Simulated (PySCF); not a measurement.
Cost against size for one kind of job: PySCF 2.14.0, density-fitted response routines, GIAO PBE0/pcSseg-1 NMR shielding, non-relativistic, gas phase; work: shieldings, ring-centre shieldings, charges and field gradients. Hardware: an Arm Neoverse V1 with one thread, shared host. The host was shared with other jobs, so the times are rough. Peak memory is the resident size of the whole Python process, interpreter and libraries included.

```
                   species (SMILES)  atoms  electrons  basis functions  SCF cycles  wall time  peak memory
                     CC1=CC(F)(F)C1     13         54              149          13       15 s     0.70 GiB
       CC#C[C@H]1C[S][Al]([Cl])[S]1     15         98              211          14          ?            ?
      C[C@@H]1CC[CH2][Al]1[O][SiH3]     21         78              215          14       46 s     0.97 GiB
[AlH3-][O+]1[C@@H]2CC[C@H]1[SiH2]C2     21         78              215          14          ?            ?
      CC(=S)[C@@H]1CC=C[O+]1[AlH3-]     20         84              222          14          ?            ?
```

**Question.** Estimate the withheld figures.

**Answer.** `CC#C[C@H]1C[S][Al]([Cl])[S]1`: 48 s, 0.93 GiB; `[AlH3-][O+]1[C@@H]2CC[C@H]1[SiH2]C2`: 42 s, 0.98 GiB; `CC(=S)[C@@H]1CC=C[O+]1[AlH3-]`: 75 s, 1.1 GiB.

**Question.** Which species took longest, and how many times the shortest run?

**Answer.** `CC(=S)[C@@H]1CC=C[O+]1[AlH3-]`, at 75 s: about 5 times the shortest (15 s).
